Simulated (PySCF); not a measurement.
C₃H₁₀InN, SMILES C[NH][In]([CH3])[CH3].

Geometry optimised at PBE-D3(BJ)/def2-SVP. The def2 effective core potentials stand for the cores of In; spin–orbit coupling is left out. Other conformers were not sampled.

Computed with PySCF with PBE-D3(BJ)/def2-SVP.

Frequencies are harmonic and unscaled.

```csv
mode,ν (cm⁻¹),IR (km/mol),moving atoms (share of kinetic energy)
1,41,0.0,H 99 %
2,45,0.2,H 97 %
3,90,1.8,"C 57 %, H 28 %, In 13 %"
4,100,0.7,"C 47 %, H 28 %, In 24 %"
5,105,2.3,"C 60 %, H 30 %, In 9 %"
6,114,7.0,"N 57 %, H 26 %, C 14 %"
7,151,1.0,H 96 %
8,249,7.8,"C 37 %, N 30 %, H 22 %, In 10 %"
9,455,77.1,H 93 %
10,456,4.4,"C 78 %, H 18 %"
11,498,35.7,"C 65 %, In 18 %, H 17 %"
12,513,47.9,"N 60 %, H 18 %, In 13 %, C 9 %"
13,649,2.9,"H 86 %, C 14 %"
14,668,25.6,"H 84 %, C 15 %"
15,687,27.1,"H 83 %, C 16 %"
16,716,73.5,"H 82 %, C 17 %"
17,1036,18.6,"H 86 %, C 11 %"
18,1088,1.0,"H 76 %, C 19 %"
19,1121,74.8,"N 39 %, C 36 %, H 25 %"
20,1129,1.4,"H 81 %, C 19 %"
21,1134,17.7,"H 72 %, C 19 %, N 9 %"
22,1318,9.9,"H 72 %, N 17 %, C 11 %"
23,1379,5.9,H 94 %
24,1379,0.4,H 95 %
25,1384,3.4,H 95 %
26,1386,3.4,H 95 %
27,1396,39.5,"H 87 %, C 13 %"
28,1405,0.5,H 97 %
29,1440,7.8,H 97 %
30,2879,190.3,H 97 %
31,2920,57.8,"H 91 %, C 9 %"
32,2985,15.1,H 98 %
33,2986,2.7,H 98 %
34,3016,22.4,"H 91 %, C 9 %"
35,3093,3.5,"H 91 %, C 9 %"
36,3094,4.3,"H 91 %, C 9 %"
37,3101,4.1,"H 90 %, C 10 %"
38,3101,5.4,"H 90 %, C 10 %"
39,3490,3.0,H 93 %
```
